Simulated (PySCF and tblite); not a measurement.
C8H5FOS, numbered as in [OH:1][c:2]1[cH:3][cH:4][c:5]2[s:6][c:7]([F:8])[cH:9][c:10]2[cH:11]1. Free energies: PBE0-D3(BJ)/def2-SVP (IEF-PCM, dimethylsulfoxide) on GFN2-xTB structures plus GFN2-xTB thermal terms, symmetry and mirror images included. Conformers within 2.5 kcal/mol (GFN2-xTB free energy) were kept, 2 at most. GIAO shieldings: KT2/pcSseg-1 (IEF-PCM, dimethylsulfoxide). Shifts are against TMS (¹H), TMS (¹³C) at the same level. (PySCF 2.14, tblite 0.8.)

Torsions listed: H1–O1–C2–C3.

Two conformers hold nearly all the population. I: 0°; δ(C3) = 109.02 ppm. II: 180°; δ(C3) = 107.84 ppm. The average over the ensemble at 298.15 K is 108.37 ppm.

Q: What populations and free-energy difference follow from a two-state model?

A: p(I) = (108.37 − 107.84)/(109.02 − 107.84) = 0.45, so K = p(II)/p(I) = 1.23 and G(II) − G(I) = −RT ln K = -0.12 kcal/mol. The weights computed directly are 44.8 % and 55.2 %.

Other tautomers (keto or thione forms) aren't considered and may dominate.


Conformer gaps in def2-SVP on xTB geometries can be 2 kcal/mol too large for S=O, P=O and other polar bonds.